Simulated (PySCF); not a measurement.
C2H5ClFGa. Atoms are numbered in the order given.

```xyz
10

Ga     0.1164    -0.0851     0.0000
F      1.8693     0.0715     0.0000
Cl    -0.5283    -2.1427     0.0000
C     -1.0356     1.5069     0.0000
C     -0.2718     2.8338     0.0000
H     -1.6930     1.4108     0.8805
H     -1.6930     1.4108    -0.8805
H      0.3746     2.9340    -0.8855
H      0.3746     2.9340     0.8855
H     -0.9690     3.6881     0.0000
```
Charge 0, spin multiplicity 1.

Geometry optimised at B3LYP-D3(BJ)/def2-SVP. The structure was generated by enumeration; whether it is a known compound was not checked. One conformer was computed; it need not be the lowest.

Calculation: TDA-B3LYP/def2-SVPD (PySCF).

Vertical excitations.  State labels are in the subgroup Cs.

```json
[
 {"state": "S1", "symmetry": "A\"", "energy (eV)": "6.10", "λ (nm)": "203", "f": "0.006", "main pairs": "HOMO→LUMO+1 97 %"},
 {"state": "S2", "symmetry": "A'", "energy (eV)": "6.36", "λ (nm)": "195", "f": "0.116", "main pairs": "HOMO→LUMO 75 %, HOMO−1→LUMO 23 %"},
 {"state": "S3", "symmetry": "A\"", "energy (eV)": "6.58", "λ (nm)": "189", "f": "0.002", "main pairs": "HOMO−1→LUMO+1 76 %, HOMO−2→LUMO 23 %"},
 {"state": "S4", "symmetry": "A\"", "energy (eV)": "6.64", "λ (nm)": "187", "f": "0.029", "main pairs": "HOMO−2→LUMO 74 %, HOMO−1→LUMO+1 22 %"},
 {"state": "S5", "symmetry": "A'", "energy (eV)": "6.69", "λ (nm)": "185", "f": "0.064", "main pairs": "HOMO−1→LUMO 55 %, HOMO−2→LUMO+1 28 %, HOMO→LUMO 14 %"},
 {"state": "S6", "symmetry": "A'", "energy (eV)": "7.03", "λ (nm)": "176", "f": "0.133", "main pairs": "HOMO−2→LUMO+1 61 %, HOMO−1→LUMO 17 %"},
 {"state": "S7", "symmetry": "A\"", "energy (eV)": "7.84", "λ (nm)": "158", "f": "0.000", "main pairs": "HOMO−3→LUMO 98 %"},
 {"state": "S8", "symmetry": "A'", "energy (eV)": "7.94", "λ (nm)": "156", "f": "0.011", "main pairs": "HOMO−3→LUMO+1 57 %, HOMO→LUMO+2 30 %, HOMO−4→LUMO 9 %"},
 {"state": "S9", "symmetry": "A\"", "energy (eV)": "7.94", "λ (nm)": "156", "f": "0.003", "main pairs": "HOMO−4→LUMO+1 92 %"},
 {"state": "S10", "symmetry": "A'", "energy (eV)": "8.01", "λ (nm)": "155", "f": "0.065", "main pairs": "HOMO−4→LUMO 61 %, HOMO−6→LUMO 19 %"},
 {"state": "T1", "symmetry": "A'", "energy (eV)": "5.52", "λ (nm)": "224", "f": "0", "main pairs": "HOMO→LUMO 94 %"},
 {"state": "T2", "symmetry": "A\"", "energy (eV)": "5.73", "λ (nm)": "216", "f": "0", "main pairs": "HOMO→LUMO+1 97 %"},
 {"state": "T3", "symmetry": "A'", "energy (eV)": "6.22", "λ (nm)": "199", "f": "0", "main pairs": "HOMO−1→LUMO 91 %"},
 {"state": "T4", "symmetry": "A\"", "energy (eV)": "6.28", "λ (nm)": "197", "f": "0", "main pairs": "HOMO−2→LUMO 92 %"}
]
```
Triplets are in the Tamm–Dancoff approximation.
